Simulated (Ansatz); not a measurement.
K8F8 (relaxed from a model of 2x2x4 KF rock-salt block, whose bonding it doesn't keep). Total charge 0; singlet. Geometry r2SCAN-D4/def2-SVP; atoms count from 1.

Cartesian coordinates in Å:
```
K 3.3479 -2.2780 0.1931
F 1.0463 -1.6043 0.9498
K -1.3239 -1.8599 1.6811
F -3.0924 -0.2494 2.1981
F 2.6177 -2.0285 -2.1285
K 0.2327 -1.4813 -1.5832
F -2.0684 -1.6683 -0.6785
K -3.9605 -0.2170 -0.1474
F 3.9340 0.0963 0.0561
K 1.7376 0.8993 0.9593
F -0.2263 2.3460 1.4042
K -2.5256 2.1310 2.2002
K 3.3211 0.3113 -2.3028
F 1.0064 0.9979 -1.5998
K -0.8798 2.5087 -0.9847
F -3.1668 2.0963 -0.2169
```

Question: Estimate the Mulliken populations from the PBE0/def2-SVP orbitals of Ansatz.

Answer: 
| atom | charge (e) |
| --- | --- |
| K1 | 0.59 |
| F2 | -0.56 |
| K3 | 0.61 |
| F4 | -0.59 |
| F5 | -0.59 |
| K6 | 0.55 |
| F7 | -0.57 |
| K8 | 0.56 |
| F9 | -0.59 |
| K10 | 0.55 |
| F11 | -0.57 |
| K12 | 0.56 |
| K13 | 0.59 |
| F14 | -0.56 |
| K15 | 0.61 |
| F16 | -0.59 |
Mulliken values depend strongly on the basis.

Question: And the Mayer bond orders between heavy atoms (over 0.3)?

Answer: F4–K12 0.30 (2.45 Å); F7–K8 0.32 (2.44 Å); K8–F16 0.30 (2.45 Å); F11–K12 0.32 (2.44 Å).
